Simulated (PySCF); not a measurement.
C2H9N3Si, SMILES [SiH](N)(N)/N=C/C.

Coordinates come from a PBE0-D3(BJ)/def2-SVP optimisation. The structure was generated by enumeration; whether it is a known compound was not checked. The values are those of a single conformer.

All values below come from PBE0-D3(BJ)/def2-SVP in PySCF 2.14.0.

Frequencies are harmonic and unscaled.

```csv
mode,ν (cm⁻¹),IR (km/mol),moving atoms (share of kinetic energy)
1,69,3.7,"N 47 %, H 36 %, C 12 %"
2,124,1.8,"H 59 %, C 23 %, N 17 %"
3,145,4.2,"N 42 %, H 28 %, C 19 %, Si 11 %"
4,178,0.6,"H 72 %, C 20 %"
5,198,1.9,"H 44 %, N 41 %, C 13 %"
6,243,7.0,"H 85 %, N 9 %"
7,282,156.7,"H 76 %, N 21 %"
8,312,55.1,"H 48 %, N 39 %, Si 8 %"
9,347,8.7,"H 37 %, N 33 %, C 15 %, Si 15 %"
10,392,90.8,"H 54 %, N 33 %, Si 10 %"
11,407,91.7,"H 52 %, C 19 %, N 17 %, Si 11 %"
12,446,72.6,"H 44 %, C 23 %, Si 19 %, N 15 %"
13,715,49.6,"H 48 %, N 39 %"
14,748,37.3,"H 81 %, N 17 %"
15,794,53.8,"H 60 %, N 26 %, Si 12 %"
16,828,6.8,"H 45 %, N 44 %, Si 10 %"
17,842,12.8,"H 83 %, C 10 %"
18,888,184.7,"H 49 %, N 25 %, Si 22 %"
19,899,142.4,"H 59 %, N 24 %, Si 15 %"
20,961,222.6,"H 47 %, Si 31 %, N 19 %"
21,984,104.5,"H 36 %, C 29 %, N 22 %, Si 14 %"
22,1101,0.0,"H 55 %, C 43 %"
23,1135,13.9,"C 55 %, H 42 %"
24,1360,10.9,"H 76 %, C 23 %"
25,1403,8.3,"H 78 %, C 14 %"
26,1433,24.7,H 95 %
27,1446,10.5,H 96 %
28,1526,92.0,"H 88 %, N 12 %"
29,1534,42.8,"H 89 %, N 11 %"
30,1800,274.0,"C 57 %, N 40 %"
31,2158,188.0,H 97 %
32,2930,77.1,H 92 %
33,3047,7.9,H 97 %
34,3129,6.2,"H 91 %, C 9 %"
35,3186,5.1,"H 90 %, C 10 %"
36,3613,28.7,H 96 %
37,3631,36.8,H 96 %
38,3719,29.3,"H 91 %, N 9 %"
39,3739,37.5,"H 91 %, N 9 %"
```
